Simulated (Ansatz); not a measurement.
Ligand-field states of mer-[FeF3(NH3)3]- (FeN3F3H9⁻) at its B3LYP-D4/def2-SVPD geometry (relaxed as a singlet).

```xyz
16

Fe    0.090    0.101    0.220
F    -0.262   -1.815    0.785
F     0.311    1.858   -0.659
F     0.757    0.725    1.992
N    -0.627   -0.749   -1.506
H     0.020   -0.817   -2.287
H    -1.520   -0.407   -1.848
H    -0.721   -1.644   -1.002
N    -1.673    0.765    0.981
H    -1.955    1.628    0.522
H    -1.184    0.984    1.858
H    -2.459    0.144    1.153
N     2.073   -0.214   -0.089
H     2.426    0.498   -0.725
H     2.471   -1.130   -0.275
H     2.252    0.073    0.881
```

CASSCF(6,5) on the Fe 3d shell in def2-SVP, averaged with equal weights over 5 quintets and 12 triplets and 6 singlets, then SC-NEVPT2; Ansatz, no spin–orbit coupling. The space holds no ligand orbitals and no second d shell, so covalent complexes are described poorly.

Task: Estimate the states' energies above the lowest.

Result: 
| state | CASSCF (eV) | NEVPT2 (eV) |
| --- | --- | --- |
| quintet 1 | 0.00 | 0.00 |
| quintet 2 | 0.21 | 0.25 |
| quintet 3 | 0.44 | 0.51 |
| quintet 4 | 1.59 | 1.79 |
| quintet 5 | 1.75 | 1.97 |
| triplet 1 | 1.71 | 1.32 |
| triplet 2 | 1.88 | 1.51 |
| triplet 3 | 1.99 | 1.64 |
| triplet 4 | 2.30 | 1.94 |
| triplet 5 | 2.41 | 2.12 |
| triplet 6 | 2.50 | 2.26 |
| triplet 7 | 2.88 | 2.71 |
| triplet 8 | 3.01 | 2.86 |
| triplet 9 | 3.19 | 2.95 |
| triplet 10 | 3.20 | 3.06 |
| triplet 11 | 3.27 | 3.08 |
| triplet 12 | 3.30 | 3.10 |
| singlet 1 | 1.93 | 1.36 |
| singlet 2 | 2.90 | 2.53 |
| singlet 3 | 3.07 | 2.72 |
| singlet 4 | 3.18 | 2.85 |
| singlet 5 | 3.94 | 3.72 |
| singlet 6 | 4.03 | 3.79 |
The lowest NEVPT2 state is a quintet. Run time 98 s (4 threads of Arm Neoverse N1 on a shared host), peak host memory 1.1 GiB.
